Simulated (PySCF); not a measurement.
Exact simulation of a proton spin system

Molecule: aminodiethylborane, C4H12BN.

Bonds (- single, = double, # triple, : aromatic): C1-C2, C2-B3, B3-N4, B3-C5, C5-C6. C1 carries H7, H8, H9; C2 carries H10, H11; N4 carries H12, H13; C5 carries H14, H15; C6 carries H16, H17, H18.

PySCF 2.14.0 with density-fitted response routines calculation with J couplings at B3LYP/pcJ-1 (spin–dipole term only in couplings to heteroatoms), σ from GIAO-PBE0/pcSseg-1 and geometry from PBE0-D3(BJ)/def2-SVP; averaged over atoms made equivalent by symmetry, fast rotation or ring inversion, single conformer, no solvent, no relativistic terms.

Chemical shifts δ = σref − σ; 1H against TMS, all at this level.

The 5-spin Hamiltonian (Zeeman plus full scalar coupling among like nuclei) was diagonalised exactly; lines are Lorentzian, 1.0 Hz wide, and the maxima above 3 % are listed with the tallest set to 100.

Peak list at 500 MHz for the spins H7/H8/H9/H10/H11:
δ in ppm (height): 0.999 (42), 0.980 (100), 0.962 (54), 0.677 (17), 0.676 (17), 0.659 (49), 0.640 (44), 0.622 (12), 0.621 (12)

Question: Extract the chemical shifts and coupling constants behind this pattern (give the signs of the calculation).

Answer: 
Shifts (ppm): H7/H8/H9 0.98, H10/H11 0.65.
Couplings (Hz): H7–H8, H7–H9, H8–H9: -14.0; H7–H10, H7–H11, H8–H10, H8–H11, H9–H10, H9–H11: 9.2; H10–H11: -14.7.
These are the parameters used. A line list fixes at most the relative signs, and those only where coupling is strong; other parameter sets or atom labellings may fit too, and couplings well below the line width leave little trace. Couplings within a CH3 group never show. Those between chemically equivalent but magnetically inequivalent protons (AA′, BB′) do shape the pattern.

Exchangeable OH/NH protons stand at their gas-phase positions; hydrogen bonding in a real sample shifts them, mostly to higher δ. Unscaled 3J(H,H) at this level run about 10 % above measured values.
